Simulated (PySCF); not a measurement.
GaH2, SMILES [GaH2+], charge +1.

Geometry optimised at B3LYP-D3(BJ)/def2-TZVPD. The multiplicity is an assumed one; other spin states were not compared. The isomer is the one that the SMILES or the coordinates give; other isomers of the formula were not compared.

Two levels are set side by side: PBE/def2-TZVPD (PySCF) and HF/def2-TZVPD (PySCF). Same geometry, gas phase. Differences are taken from unrounded values.

```csv
quantity,HF,PBE,PBE minus HF
orbital gap (eV),14.34,6.16,-8.17
highest occupied level (eV),-19.60,-15.40,4.20
lowest empty level (eV),-5.26,-9.23,-3.97
mean polarisability (bohr³),19.2,20.2,1.0
```

Without exact exchange PBE keeps part of each electron's self-repulsion, which lifts occupied levels and narrows the gap. PBE's more diffuse valence density responds more strongly to a field. Differences between two approximate levels are no errors against the true value.
